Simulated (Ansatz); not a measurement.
Consider the formal exchange of groups at the Si–As bond: `[SiH3][As]1C[SiH2]1` + `NC[SeH]` → `NC([SiH3])[SeH]` + `C1[SiH2][AsH]1`.

Gas-phase electronic energies from Ansatz, PBE0-D4/def2-TZVP geometries. CCSD(T)/CBS is the MP2 limit (def2-TZVPP, def2-QZVPP) plus CCSD(T) − MP2 in def2-TZVPP, frozen cores. DFT in def2-TZVPP. For As, Se outer-core shells are correlated without core-valence functions, which leaves a few kJ/mol of doubt a bond. Scalar relativity is left out up to krypton. Each species was taken in one conformer, which may not be the lowest.

```
             level  ΔE (kcal/mol)
           ωB97X-V           12.2
              PBE0           13.6
SCS-MP2/def2-TZVPP           12.5
     HF/def2-QZVPP           12.4
```

Q: What does CCSD(T)/CBS give? (Estimate.)

A: The calculation gave: +12.7 kcal/mol. The listed levels differ from it by -0.5, 0.9, -0.2, -0.3 kcal/mol.

Largest T1 diagnostic among the species: 0.012.
